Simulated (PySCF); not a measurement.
FIn, singlet, geometry from GFN2-xTB (such geometries of metal compounds can be far from the true shape) (core potentials on In); R2SCAN/def2-SVP (PySCF).

PySCF was given this input:
```python
from pyscf import gto, scf, dft

mol = gto.Mole()
mol.atom = '''
    In   -0.00000000   -0.00000000   -0.31421463
    F     0.00000000    0.00000000    1.71072408
'''
mol.basis = 'def2-svp'
mol.ecp = {'In': 'def2-svp'}
mol.verbose = 4
mol.build()

mf = dft.RKS(mol)
mf.xc = 'r2scan'
mf.kernel()
```

It wrote (shortened):

```
PySCF version 2.14.0

[INPUT] verbose = 4
[INPUT] num. atoms = 2
[INPUT] num. electrons = 30
[INPUT] charge = 0
[INPUT] spin (= nelec alpha-beta = 2S) = 0
[INPUT] symmetry False subgroup None
[INPUT] Mole.unit = angstrom
[INPUT] Symbol           X                Y                Z      unit          X                Y                Z       unit  Magmom
[INPUT]  1 In     0.000000000000   0.000000000000  -0.314214630000 AA    0.000000000000   0.000000000000  -0.593779595032 Bohr   0.0
[INPUT]  2 F      0.000000000000   0.000000000000   1.710724080000 AA    0.000000000000   0.000000000000   3.232799985899 Bohr   0.0

nuclear repulsion = 49.3913679312694
number of shells = 16
number of NR pGTOs = 85
number of NR cGTOs = 40
basis = def2-svp
ecp = {'In': 'def2-svp'}

******** <class 'pyscf.dft.rks.RKS'> ********
method = RKS
initial guess = minao
damping factor = 0
level_shift factor = 0
DIIS = <class 'pyscf.scf.diis.CDIIS'>
diis_start_cycle = 1
diis_space = 8
diis_damp = 0
SCF conv_tol = 1e-09
SCF conv_tol_grad = None
SCF max_cycles = 50
direct_scf = True
direct_scf_tol = 1e-13
XC library pyscf.dft.libxc version 7.1.2
    S. Lehtola, C. Steigemann, M. J. T. Oliveira, and M. A. L. Marques,  SoftwareX 7, 1–5 (2018)
XC functionals = r2scan
    J. W. Furness, A. D. Kaplan, J. Ning, J. P. Perdew, and J. Sun,  J. Phys. Chem. Lett. 11, 8208–8215 (2020)
    J. W. Furness, A. D. Kaplan, J. Ning, J. P. Perdew, and J. Sun,  J. Phys. Chem. Lett. 11, 9248–9248 (2020)
    J. W. Furness, A. D. Kaplan, J. Ning, J. P. Perdew, and J. Sun,  J. Phys. Chem. Lett. 11, 8208–8215 (2020)
    J. W. Furness, A. D. Kaplan, J. Ning, J. P. Perdew, and J. Sun,  J. Phys. Chem. Lett. 11, 9248–9248 (2020)
radial grids:
    Treutler-Ahlrichs [JCP 102, 346 (1995); DOI:10.1063/1.469408] (M4) radial grids

becke partition: Becke, JCP 88, 2547 (1988); DOI:10.1063/1.454033
pruning grids: <function nwchem_prune>
grids dens level: 3
symmetrized grids: False
atomic radii adjust function: <function treutler_atomic_radii_adjust>
small_rho_cutoff = 0
Set gradient conv threshold to 3.16228e-05
Initial guess from minao.
tot grids = 36136
init E= -269.005073971758
  HOMO = -0.813369188474272  LUMO = -0.58116384875129  gap/eV = 6.31863
cycle= 1 E= -289.511239255672  delta_E= -20.5  |g|= 1.66  |ddm|= 12.1
  HOMO = -0.095555643625767  LUMO = 0.0171267688917933  gap/eV = 3.06624
cycle= 2 E= -289.42588220627  delta_E= 0.0854  |g|= 1.75  |ddm|= 4.35
  HOMO = -0.253537127641252  LUMO = -0.0610744914025451  gap/eV = 5.23718
cycle= 3 E= -289.870183089595  delta_E= -0.444  |g|= 0.721  |ddm|= 1.77
  HOMO = -0.242882777157313  LUMO = -0.0713193723338189  gap/eV = 4.66848
cycle= 4 E= -289.972904317899  delta_E= -0.103  |g|= 0.0966  |ddm|= 0.571
  HOMO = -0.238271748141628  LUMO = -0.0698945275552967  gap/eV = 4.58178
cycle= 5 E= -289.974642811418  delta_E= -0.00174  |g|= 0.0311  |ddm|= 0.204
  HOMO = -0.240952918637745  LUMO = -0.0712240560457124  gap/eV = 4.61856
cycle= 6 E= -289.974919768328  delta_E= -0.000277  |g|= 0.00337  |ddm|= 0.0419
  HOMO = -0.241605884805622  LUMO = -0.0719033978442062  gap/eV = 4.61784
cycle= 7 E= -289.97492397567  delta_E= -4.21e-06  |g|= 0.000583  |ddm|= 0.00623
  HOMO = -0.241701586387087  LUMO = -0.0719594660317298  gap/eV = 4.61892
cycle= 8 E= -289.97492405608  delta_E= -8.04e-08  |g|= 7.26e-05  |ddm|= 0.000694
  HOMO = -0.241694358919069  LUMO = -0.0719546526698811  gap/eV = 4.61885
cycle= 9 E= -289.974924056964  delta_E= -8.84e-10  |g|= 1.14e-05  |ddm|= 4.5e-05
  HOMO = -0.241691381987327  LUMO = -0.071953653240297  gap/eV = 4.61880
Extra cycle  E= -289.974924056809  delta_E= 1.55e-10  |g|= 3.03e-05  |ddm|= 3.17e-05
converged SCF energy = -289.974924056809
```
